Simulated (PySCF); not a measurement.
Compound: C8H9P.
Bonds: C1–C2 (aromatic), C2–C3 (aromatic), C3–C4, C4–C5, C5–C6, C3–C7 (aromatic), C7–C8 (aromatic), C8–P9 (aromatic), C1–P9 (aromatic), C4–C6. Hydrogens: H10 on C1; H11 on C2; H12 on C4; H13, H14 on C5; H15, H16 on C6; H17 on C7; H18 on C8.

The same species was optimised twice, with GFN2-xTB and with PBE0-D3(BJ)/def2-SVP (PySCF), and the same property calculations (PySCF, gas phase) were run on both structures.

```tsv
coordinate	GFN2-xTB	PBE0-D3(BJ)/def2-SVP	change
C1–C2 (Å)	1.376	1.389	+0.013
C7–C8 (Å)	1.377	1.388	+0.011
C3–C7 (Å)	1.394	1.404	+0.010
C2–C3 (Å)	1.394	1.402	+0.008
C3–C4 (Å)	1.479	1.486	+0.007
C8–P9 (Å)	1.734	1.739	+0.005
C1–P9 (Å)	1.734	1.737	+0.003
C4–C6 (Å)	1.508	1.509	+0.001
C5–C6 (Å)	1.491	1.490	-0.001
C4–C5 (Å)	1.508	1.509	+0.001
C2–C3–C7 (°)	120.5	120.2	-0.3
C2–C3–C4 (°)	118.2	118.5	+0.3
C2–C1–P9 (°)	125.6	125.8	+0.2
C7–C8–P9 (°)	125.9	126.1	+0.2
C3–C4–C5 (°)	121.4	121.6	+0.2
C5–C4–C6 (°)	59.3	59.2	-0.1
C4–C5–C6 (°)	60.3	60.4	+0.1
C4–C6–C5 (°)	60.4	60.4	0.0
C2–C3–C4–C5 (°)	-145	-145	0
```

Rotational constants: A = 3906, B = 837.9, C = 729.3 MHz (GFN2-xTB) against A = 3877, B = 828.3, C = 721.1 MHz (PBE0-D3(BJ)/def2-SVP). Point groups within 0.08 Å: Cs and Cs.

On the GFN2-xTB structure: HOMO (eV) -6.64 [PBE0/pcSseg-1]; LUMO (eV) -1.33 [PBE0/pcSseg-1]; dipole (D) 2.53 [PBE0/pcSseg-1]; GIAO shielding of C1/C8 (mean) (ppm) 21.6 [PBE0/pcSseg-1]; GIAO shielding of C2/C7 (mean) (ppm) 51.4 [PBE0/pcSseg-1]; GIAO shielding of C3 (ppm) 35.2 [PBE0/pcSseg-1]; GIAO shielding of C4 (ppm) 165.5 [PBE0/pcSseg-1]; GIAO shielding of C5/C6 (mean) (ppm) 171.4 [PBE0/pcSseg-1]; GIAO shielding of P9 (ppm) 106.7 [PBE0/pcSseg-1].

What do these properties become on the PBE0-D3(BJ)/def2-SVP structure?

```tsv
property	level	on GFN2-xTB	on PBE0-D3(BJ)/def2-SVP	change
HOMO (eV)	PBE0/pcSseg-1	-6.64	-6.65	-0.01
LUMO (eV)	PBE0/pcSseg-1	-1.33	-1.36	-0.03
dipole (D)	PBE0/pcSseg-1	2.53	2.52	-0.01
energy, GFN2-xTB geometry as zero (kcal/mol)	PBE0/pcSseg-1	0.0	-0.2	-0.2
GIAO shielding of C1/C8 (mean) (ppm)	PBE0/pcSseg-1	21.6	19.7	-1.9
GIAO shielding of C2/C7 (mean) (ppm)	PBE0/pcSseg-1	51.4	48.7	-2.7
GIAO shielding of C3 (ppm)	PBE0/pcSseg-1	35.2	32.4	-2.8
GIAO shielding of C4 (ppm)	PBE0/pcSseg-1	165.5	164.7	-0.8
GIAO shielding of C5/C6 (mean) (ppm)	PBE0/pcSseg-1	171.4	169.1	-2.3
GIAO shielding of P9 (ppm)	PBE0/pcSseg-1	106.7	105.8	-0.9
```

The heavy atoms differ by 0.013 Å rms after alignment. Among bonds between heavy atoms C1–C2 changes most (+0.013 Å). Changes are differences of the printed values. Neither structure is proved a minimum here.

Shape of the structure used: `[cH:1]1[cH:2][c:3]([CH:4]2[CH2:5][CH2:6]2)[cH:7][cH:8][p:9]1`: C2–C3–C4–C5 -145°.
